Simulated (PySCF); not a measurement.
# A search over the determinants of Br₂

Unrestricted PBE0; Br def2-TZVPP; no relativity (PySCF 2.14). Outer shells of the fragments: Br 3d10 4s2 4p5; Br 3d10 4s2 4p5.

Followed along the bond (rough minima from three points):

```csv
2Ms+1,unpaired,⟨S²⟩ at the start,R at minimum (Å),Te (eV)
1,none,0.00,2.29,0.00
3,"σ ↑, π ↑",2.01,none in the scan,≤ 1.84
```

Solutions found at the starting distance of 2.230 Å, counted from the lowest of them; the search is not exhaustive and high or unbound solutions are not listed, so other states can lie among these:

```tsv
2Ms+1	unpaired	term	E (eV)	⟨S²⟩	⟨Lz²⟩
1	none	¹Σ⁺	0.00	0.00	0.00
3	σ ↑, π ↑	³Π	2.50	2.01	1.01
1	σ ↑, π ↓	mixed	2.75	1.01	1.01
3	π ↑↑	³Σ⁻	5.90	2.01	0.00
3	σ ↑↑	³Σ⁺	5.96	2.01	0.00
1	π ↑↓	mixed	6.14	1.01	2.02
1	none	mixed	6.94	0.00	2.01
3	π ↑↑	mixed	7.78	2.01	2.02
```

A term symbol is given only where ⟨S²⟩ and ⟨Lz²⟩ are close to those of a pure state; real π, δ and φ orbitals otherwise mix terms, and g/u labels are left off.

The measured ground state is X ¹Σg+ (Huber and Herzberg, Constants of Diatomic Molecules (1979)).

Counting both spins, an empty level lies below a filled one in some of these solutions, because spin and occupation are held.
